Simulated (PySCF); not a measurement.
TPSSh on Ru⁻ (ruthenium, charge -1), [Kr] 4d7 5s2, high-spin 4F determinant. Calculation: PySCF 2.14, in x2c-TZVPPall with one added diffuse shell each of s, p, d, f type (9s7p7d3f1g, 95 functions); the spin-free X2C one-electron Hamiltonian (Gaussian nucleus).

```
cycle= 1 E= -4530.17895800941  delta_E= -0.0217  |g|= 0.0735  |ddm|= 0.687
cycle= 2 E= -4530.17912059915  delta_E= -0.000163  |g|= 0.0629  |ddm|= 0.189
cycle= 3 E= -4530.17964835376  delta_E= -0.000528  |g|= 0.0285  |ddm|= 0.0604
cycle= 4 E= -4530.17996036329  delta_E= -0.000312  |g|= 0.00135  |ddm|= 0.0399
cycle= 5 E= -4530.17996712737  delta_E= -6.76e-06  |g|= 0.000736  |ddm|= 0.0194
cycle= 6 E= -4530.17996754142  delta_E= -4.14e-07  |g|= 0.000242  |ddm|= 0.00309
cycle= 7 E= -4530.17996758365  delta_E= -4.22e-08  |g|= 7.41e-06  |ddm|= 0.000615
cycle= 8 E= -4530.1799675837  delta_E= -4.55e-11  |g|= 4.79e-07  |ddm|= 3.84e-05
converged SCF energy = -4530.1799675837  <S^2> = 3.7790169  2S+1 = 4.0144823
```

Highest occupied orbital energy: 0.994 eV; ⟨L²⟩ = 12.03; populations by l: s 10.00, p 18.00, d 17.00, f 0.00.

Task: Can this result be used?

Result: With care. The calculation finished and met its thresholds. At TPSSh the highest occupied level has a positive energy, so only the finite basis holds that electron; in a semilocal or global hybrid functional this comes from self-interaction and does not mean that the real anion is unbound.
